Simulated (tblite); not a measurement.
Compound: C₄H₅ClFSi (doublet state).
Numbering: `[F:1][C:2]1=[C:3][C@@H:4]1[SiH2:5][CH2:6][Cl:7]` (hydrogens: H8 on C4; H9, H10 on Si5; H11, H12 on C6)

The geometry is computed with GFN2-xTB (gas phase). This method treats the open shell by occupation alone, without spin polarisation.

Q: Give the optimised bond lengths and angles.

A: 
| bond | length (pm) | order |
| --- | --- | --- |
| F1–C2 | 130.7 | single |
| C2=C3 | 127.2 | double |
| C3–C4 | 152.0 | single |
| C4–Si5 | 188.3 | single |
| Si5–C6 | 191.4 | single |
| C6–Cl7 | 178.3 | single |
| C2–C4 | 159.2 | single |
| C4–H8 | 108.9 | single |
| Si5–H9 | 146.3 | single |
| Si5–H10 | 146.4 | single |
| C6–H11 | 108.7 | single |
| C6–H12 | 108.6 | single |

Orders are formal, as drawn. A selection of angles:
| angle | degrees |
| --- | --- |
| F1–C2–C3 | 160.7 |
| F1–C2–C4 | 136.3 |
| C3–C2–C4 | 62.9 |
| C2–C3–C4 | 68.9 |
| C3–C4–Si5 | 123.9 |
| C3–C4–H8 | 115.1 |
| Si5–C4–H8 | 117.1 |
| C2–C4–C3 | 48.2 |
| C2–C4–Si5 | 118.1 |
| C2–C4–H8 | 116.2 |
| C4–Si5–C6 | 107.1 |
| C4–Si5–H9 | 110.3 |
| C4–Si5–H10 | 110.1 |
| C6–Si5–H9 | 108.8 |
| C6–Si5–H10 | 108.1 |
| H9–Si5–H10 | 112.4 |
| Si5–C6–Cl7 | 108.6 |
| Si5–C6–H11 | 113.3 |
| Si5–C6–H12 | 112.3 |
| Cl7–C6–H11 | 106.9 |
| Cl7–C6–H12 | 106.7 |
| H11–C6–H12 | 108.7 |

Torsions: F1–C2–C3–C4 177° (antiperiplanar); C2–C3–C4–Si5 99° (anticlinal); C3–C4–Si5–C6 101° (anticlinal); C4–Si5–C6–Cl7 62° (synclinal); F1–C2–C4–C3 -179° (antiperiplanar).

Si5 (silicon bonded to 2 C and 2 H) is tetrahedral (angles from 107.1° to 112.4°). C2 (carbon bonded to 2 C and F) has angles 160.7°, 136.3° and 62.9°. The 3 C–C bonds span 1.272 Å (C2=C3, drawn double) to 1.592 Å (C2–C4, drawn single), a spread of 0.320 Å. C3 (carbon bonded to 2 C) is bent (angle 68.9°). The C–Si distances run from 1.883 Å (C4–Si5, drawn single) to 1.914 Å (Si5–C6, drawn single), a spread of 0.031 Å. The 3-membered ring C2–C3–C4 has internal angles of 48.2° to 68.9°.

Point group: C1 (no symmetry element, even within 0.4 Å). Its GFN2-xTB frequencies are all real (lowest 20 cm⁻¹).

Time: 0.54 s of wall time. Hardware: one thread, AMD EPYC 7R43 (x86_64), on a shared host. This is the geometry optimisation.

One conformer stands for the species.
